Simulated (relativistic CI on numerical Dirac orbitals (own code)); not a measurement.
Calculated at this level of theory: Dirac-Coulomb-Breit CI, KLI orbitals optimised for each configuration, model QED, unscaled Slater integrals (own radial code, finite nucleus).

The strongest absorption lines from the ground level of an ion, among the configurations computed and to levels below about 16700 eV (vacuum wavelength in nm, gf): 0.07661 (0.24), 0.09717 (0.28), 0.09885 (1.1), 0.10161 (0.32), 0.10511 (0.034), 0.55547 (0.29).

Which ion is it?
A. Hf66+
B. Pt72+
C. Dy60+
D. Pt74+

B. Pt72+ has 6 electrons and the ground level 2s2.2p2 3P_0; the strongest line goes to 2s2.2p.3d 3D°_1. The pattern of lines fixes the number of electrons, and along that sequence the line energies rise steadily with the charge (about as its square where n changes within one kind of shell, about linearly where n is kept but much faster in heavy ions where fine structure, which grows about as Z⁴, sets the gap, and irregularly where shells cross), which fixes Z. Configurations outside the model, such as inner-shell arrays, can give stronger lines. At this charge energies of transitions that change n are usually good to better than 1 %, and those within a shell (Δn = 0) to a few per cent.

LS names give the leading component of a level, which can be under half, so a name can repeat, a term be missing and a line seem to break the LS rules.
